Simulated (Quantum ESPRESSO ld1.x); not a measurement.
Values are calculated unless marked as measured or tabulated.
Q: These are the eigenvalues of the occupied orbitals of an atom or ion with whole-number occupations (Ry). Level of theory: scalar-relativistic Kohn-Sham, LDA (Slater exchange, Perdew-Wang correlation), spin-polarised, spherical densities, point nucleus (ld1.x of Quantum ESPRESSO 7.5).

orbital  eigenvalue
1s up      -3770.01
1s down    -3769.89
2s up      -697.015
2s down    -696.939
2p up      -630.625
2p down    -630.522
3s up      -219.685
3s down    -219.560
3p up      -199.078
3p down    -198.942
3d up      -172.459
3d down    -172.334
4s up      -101.501
4s down    -100.923
4p up      -93.7885

Which element is it, and in what charge state? The configuration may be excited. Open shells, if any, are filled with parallel spins first.

A: Z = 64, gadolinium, charge +32: Gd32+ in [Ar] 3d10 4s2 4p2. The list shows which subshells hold electrons but not how many an open one holds; the 1s level, -1885 hartree, gives Z - s = 61.4 by -(Z - s)^2/2, which with screening and relativity narrows Z to a few neighbours, and the depths of the outer levels then fix element, charge and occupations together.
